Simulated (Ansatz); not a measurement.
System: sum formula BOF, net charge 1, doublet state. 
Structure (B3LYP-D3(BJ)/def2-TZVP (Ansatz, a quantum-chemistry and plane-wave program) minimum search):
```
B
F 1 1.2292
O 1 1.3118 2 180.00
```
Charge +1, spin multiplicity 2.

Basis-set convergence of Hartree-Fock and CCSD(T) correlation energies (hartree) with Ansatz. Cores are frozen in the correlated levels unless marked. Open shells are spin-unrestricted. No spin-orbit coupling. Non-relativistic.

| basis | functions | E(HF) | E(corr, CCSD(T)) |
|---|---|---|---|
| cc-pVDZ | 42 | -198.66771 | -0.41032 |
| cc-pVTZ | 90 | -198.74224 | -0.52602 |
| cc-pVQZ | 165 | -198.75824 | -0.56747 |

Extrapolating the two largest sets (X = 3 and 4) as X^-3: E(corr) = (64·(-0.56747) - 27·(-0.52602))/37 = -0.5977 Eh, an estimate of the basis-set limit. The largest set recovers 94.9 % of it, the smallest 68.6 %.
